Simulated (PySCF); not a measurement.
C2H5ClOSi, SMILES C=C[Si@@H](Cl)O.

Coordinates come from a PBE-D3(BJ)/def2-SVP optimisation. The structure was generated by enumeration; whether it is a known compound was not checked. Other conformers were not sampled.

Two levels are set side by side: TDA-PBE/def2-SVPD (PySCF) and TDA-PBE0/def2-SVPD (PySCF). Vertical, same geometry. The lowest singlet is HOMO−1→LUMO 88 % with PBE and HOMO−1→LUMO 92 % with the other functional; states are paired by order. Differences are taken from unrounded values.

```tsv
quantity	TDA-PBE
lowest singlet excitation (eV)	5.49
lowest triplet excitation (TDA) (eV)	4.22
first bright state (f over 0.05) (eV)	7.04
its oscillator strength	0.09
```

Problem. These are the TDA-PBE values. What does TDA-PBE0 give? (The exact figures need the calculation; the answer reports its results.)

Solution. 
| quantity | TDA-PBE0 | TDA-PBE minus TDA-PBE0 |
|---|---|---|
| lowest singlet excitation (eV) | 6.27 | -0.78 |
| lowest triplet excitation (TDA) (eV) | 4.07 | 0.15 |
| first bright state (f over 0.05) (eV) | 7.20 | -0.16 |
| its oscillator strength | 0.06 | 0.04 |

Functionals without exact exchange tend to place singlet excitations lower, as here. Differences between two approximate levels are no errors against the true value.

Rough cost on one machine, each run with all the roots and properties that it gave: TDA-PBE0 against TDA-PBE about 2 times.
